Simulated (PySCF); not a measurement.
Compound: C2H9B2N.
Atom-mapped SMILES: `[BH2:1][NH:2][BH:3][CH2:4][CH3:5]` (hydrogens: H6, H7 on B1; H8 on N2; H9 on B3; H10, H11 on C4; H12, H13, H14 on C5)

Geometry (PBE0-D3(BJ)/def2-SVP, Å), atoms numbered from 1 in this order:
```xyz
14
C2H9B2N angstrom
B      2.4657    0.2158    0.9137
N      1.1013    0.1665    0.5402
B      0.4928    0.8290   -0.5683
C     -1.0418    0.7108   -0.8798
C     -1.8901   -0.1721    0.0263
H      2.8341   -0.3955    1.8910
H      3.2335    0.8699    0.2505
H      0.4882   -0.3958    1.1254
H      1.2125    1.5012   -1.2730
H     -1.4354    1.7458   -0.9008
H     -1.1283    0.3906   -1.9360
H     -2.9524   -0.1682   -0.2617
H     -1.5559   -1.2225    0.0001
H     -1.8452    0.1594    1.0773
```

Computed with PySCF at PBE0/pcSseg-1, non-relativistic, on one gas-phase PBE0-D3(BJ)/def2-SVP geometry that isn't relaxed in the solvent. The solvent is an IEF-PCM continuum (van der Waals radii × 1.2). The model holds no explicit solvent molecules, cavitation or dispersion.

| run | E − E(gas) (kcal/mol) | HOMO (eV) | HOMO–LUMO gap (eV) | dipole (D) |
| --- | --- | --- | --- | --- |
| gas | 0.00 | -8.62 | 7.64 | 1.61 |
| P | -1.28 | -8.51 | 7.57 | 1.92 |
| Q | -1.55 | -8.49 | 7.55 | 1.99 |

**Question.** The runs were made in chloroform and dichloromethane. Which run belongs to which solvent?

**Answer.** P = chloroform, Q = dichloromethane. The dielectric constants are 4.711 (chloroform), 8.93 (dichloromethane), and the energy falls further as ε rises. In this model the ground state sees the solvent through ε alone.

**Question.** How constant is the ratio of the lowering to (ε − 1)/(2ε + 1)?

**Answer.** 
```
        solvent  (ε − 1)/(2ε + 1)  E − E(gas) (kcal/mol)  ratio (kcal/mol)  polarisation term (kcal/mol)
     chloroform             0.356                  -1.28              -3.6                         -1.43
dichloromethane             0.420                  -1.55              -3.7                         -1.77
```

The ratio changes by +2.8 % in size from chloroform to dichloromethane. The polarisation term is half the interaction of the solute with the induced surface charges.

On an Arm Neoverse N1 with one thread, shared host with 64 logical CPUs at a one-minute load of 59, this took 16 s wall and 0.74 GiB of memory at its peak. This is the whole shielding run at PBE0/pcSseg-1 in dichloromethane, SCF included.
